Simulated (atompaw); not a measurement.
## Which change was made? (Gd, PAW (atompaw))

gadolinium, PAW, made with atompaw 4.2.0.5 (LDA (PW92), scalar-relativistic). Core [Xe] 4f7, reference 5d1 6s2 6p0. Waves: 6s (bound): rc 3.00 bohr; 6s channel at 0.15 Ry: rc 3.00 bohr; 6p (bound, empty): rc 3.00 bohr; 6p channel at 0.25 Ry: rc 3.00 bohr; 5d (bound): rc 3.00 bohr; 5d channel at 3.1 Ry: rc 3.00 bohr; 5f channel at -0.05 Ry: rc 3.00 bohr; 5f channel at 0.7 Ry: rc 3.00 bohr. Local part: troulliermartins scheme with l = 4 at 0 Ry, radius 2.85 bohr. Core correction: smooth core density matched at 1.65 bohr. Augmentation charge: besselshape compensation charge, radius 2.90 bohr; PAW radius 3.00 bohr; waves and projectors: custom polynom2 7 10 vanderbiltortho.

Cutoffs, loose and tight: the cutoffs (Ry, on a coarse ladder) from which the occupation-weighted sum of valence levels, in a spherical-Bessel basis at the reference potential, stays within 10 and 1 mRy of its value at 400 Ry. They see the waves, projectors and local potential, not the compensation charge or the core.

The base gives: outcome: generated; cutoff, loose: 10 Ry; cutoff, tight: 21 Ry; bound ghosts: p, s, f.

Question: After one change the result is: outcome: generated; cutoff, loose: 10 Ry; cutoff, tight: 21 Ry; bound ghosts: p, s. Which change was it?
A. wave 6p channel at 0.25 Ry: rc 3.00 bohr becomes 6p channel at 6.29 Ry: rc 3.00 bohr
B. wave 6s channel at 0.15 Ry: rc 3.00 bohr becomes 6s channel at 0.15 Ry: rc 1.96 bohr
C. reference 5d1 6s1 6p0; removed wave 5f channel at 0.7 Ry: rc 3.00 bohr

Answer: C. The others give: wave 6s channel at 0.15 Ry: rc 3.00 bohr becomes 6s channel at 0.15 Ry: rc 1.96 bohr → outcome: failed: atompaw: The overlap operator has at least one negative eigenvalue! | wave 6p channel at 0.25 Ry: rc 3.00 bohr becomes 6p channel at 6.29 Ry: rc 3.00 bohr → outcome: generated; cutoff, loose: 10 Ry; cutoff, tight: 21 Ry; bound ghosts: s, f.
